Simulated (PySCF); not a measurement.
# Computed properties of C₂H₈GeN₂, SMILES [GeH]([CH]=C)([NH2])[NH2]

Ge(H)(vinyl)(NH2)2 (C2H8GeN2), SMILES C=[CH][GeH]([NH2])[NH2]. The structure is a stationary point at B3LYP-D3(BJ)/def2-SVP. The values are those of a single conformer. All values are computed for the isolated molecule unless a solvent is named; none is compared with measurement here.

**Structure.** All 33 harmonic modes at B3LYP-D3(BJ)/def2-SVP (PySCF) are real, so it is a minimum. With heavy atoms numbered as in [GeH:1]([NH2:2])([NH2:3])[CH:4]=[CH2:5], the shortest bond between them is C4–C5 at 1.338 Å and the longest Ge1–C4 at 1.953 Å.

**Vibrations.** The strongest infrared lines (harmonic, unscaled, degenerate partners summed) lie at 511 cm⁻¹ (155 km/mol, H 72 %, C 17 %, N 9 %), 457 cm⁻¹ (144 km/mol, H 71 %, N 27 %), 2124 cm⁻¹ (135 km/mol, H 99 %). The softest mode is at 65 cm⁻¹ and the zero-point energy is 63.3 kcal/mol.

**Electronic structure.** M06-2X/def2-TZVP (PySCF) places the frontier levels at -8.47 and 0.48 eV, a gap of 8.95 eV, and gives a dipole moment of 1.99 D and a mean polarisability of 67.8 bohr³. PBE/def2-TZVP (PySCF) at the same geometry gives -5.61 and -1.37 eV, so its gap is 4.71 eV narrower. An orbital gap is neither the optical nor the fundamental gap.

**Excitations.** TDA-PBE0/def2-SVPD (PySCF) has S1 at 5.53 eV (224 nm, f = 0.015, weak); the most intense of the 10 singlets computed lies at 6.37 eV (f = 0.06). T1 (TDA) is at 4.21 eV, 1.32 eV under S1. TDA-PBE/def2-SVPD (PySCF) puts S1 at 4.36 eV. No vertical singlet excitation falls in the visible range (under 3.1 eV).

**NMR.** GIAO shifts at B3LYP/pcSseg-1 (PySCF) (non-relativistic, atoms alike by connectivity averaged): ¹³C from 142.8 to 151.5 ppm against TMS; ¹H from 0.3 to 6.5 ppm against TMS.
